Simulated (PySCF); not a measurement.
Si(vinyl)3(OSiMe3): computed shieldings and shifts

Si(vinyl)3(OSiMe3), C9H18OSi2, point group C1.

Geometry:
| atom | x (Å) | y (Å) | z (Å) |
| --- | --- | --- | --- |
| Si1 | 0.235 | 0.654 | 0.853 |
| C2 | 0.106 | 0.136 | 2.643 |
| C3 | 0.710 | 0.760 | 3.662 |
| H4 | -0.522 | -0.736 | 2.868 |
| H5 | 1.350 | 1.637 | 3.505 |
| H6 | 0.598 | 0.429 | 4.701 |
| C7 | 2.022 | 0.758 | 0.300 |
| C8 | 3.070 | 0.327 | 1.012 |
| H9 | 2.228 | 1.210 | -0.682 |
| H10 | 2.942 | -0.129 | 2.000 |
| H11 | 4.100 | 0.409 | 0.645 |
| C12 | -0.568 | 2.320 | 0.568 |
| C13 | -1.172 | 3.049 | 1.514 |
| H14 | -0.544 | 2.728 | -0.453 |
| H15 | -1.234 | 2.703 | 2.551 |
| H16 | -1.630 | 4.021 | 1.298 |
| O17 | -0.565 | -0.485 | -0.048 |
| Si18 | -0.779 | -1.236 | -1.522 |
| C19 | -1.820 | -0.121 | -2.612 |
| C20 | -1.659 | -2.853 | -1.188 |
| C21 | 0.894 | -1.540 | -2.315 |
| H22 | -2.027 | -0.594 | -3.585 |
| H23 | -1.306 | 0.834 | -2.804 |
| H24 | -2.785 | 0.106 | -2.132 |
| H25 | -2.624 | -2.677 | -0.689 |
| H26 | -1.854 | -3.401 | -2.124 |
| H27 | -1.052 | -3.498 | -0.535 |
| H28 | 1.404 | -0.592 | -2.546 |
| H29 | 1.548 | -2.115 | -1.641 |
| H30 | 0.789 | -2.104 | -3.256 |

GIAO calculations in PySCF on the PBE0-D3(BJ)/def2-SVP structure: isolated species, non-relativistic, equivalent atoms averaged; basis pcSseg-1.

Task: Give the isotropic shieldings (ppm) with B3LYP, PBE0.

Result: 
```csv
atoms,environment,B3LYP,PBE0
Si18,"silicon bonded to 3 C, O",324.9,335.3
Si1,"silicon bonded to 3 C, O",359.9,370.3
O17,oxygen bonded to 2 Si,250.7,254.8
C2/C7/C12,"carbon bonded to C, Si, H",35.0,40.9
C3/C8/C13,"carbon bonded to C, 2 H",36.2,40.2
C19/C20/C21,"carbon bonded to Si, 3 H",176.7,181.8
H4/H9/H14,"hydrogen on a carbon bonded to C, Si",25.21,24.96
H5/H6/H10/H11/H15/H16,hydrogen on a carbon bonded to C,25.26,25.02
H22/H23/H24/H25/H26/H27/H28/H29/H30,hydrogen on a carbon bonded to Si,31.29,31.16
HOMO–LUMO gap (eV),–,6.45,6.88
```

Task: And the chemical shifts, against references computed in the same way?

Result: 
```
                              atoms  nucleus, reference  B3LYP   PBE0
                               Si18           ²⁹Si, TMS   13.0   16.7
                                Si1           ²⁹Si, TMS  -22.0  -18.3
                                O17            ¹⁷O, H2O   83.4   79.8
                          C2/C7/C12            ¹³C, TMS  144.3  143.5
                          C3/C8/C13            ¹³C, TMS  143.0  144.2
                        C19/C20/C21            ¹³C, TMS    2.5    2.6
                          H4/H9/H14             ¹H, TMS   6.18   6.30
              H5/H6/H10/H11/H15/H16             ¹H, TMS   6.12   6.25
H22/H23/H24/H25/H26/H27/H28/H29/H30             ¹H, TMS   0.10   0.11
```

Task: Which part of the shielding of Si18 depends on the functional?

Result: Diamagnetic: B3LYP 884, PBE0 884 ppm; paramagnetic: B3LYP -559, PBE0 -548 ppm. The diamagnetic part, set mainly by inner electrons, hardly moves; the paramagnetic part goes with low-lying magnetically allowed excitations and carries the spread.

Experimental scales use liquid or dissolved standards, which lie at an offset from isolated H2O (liquid H2O: subtract about 36 ppm).
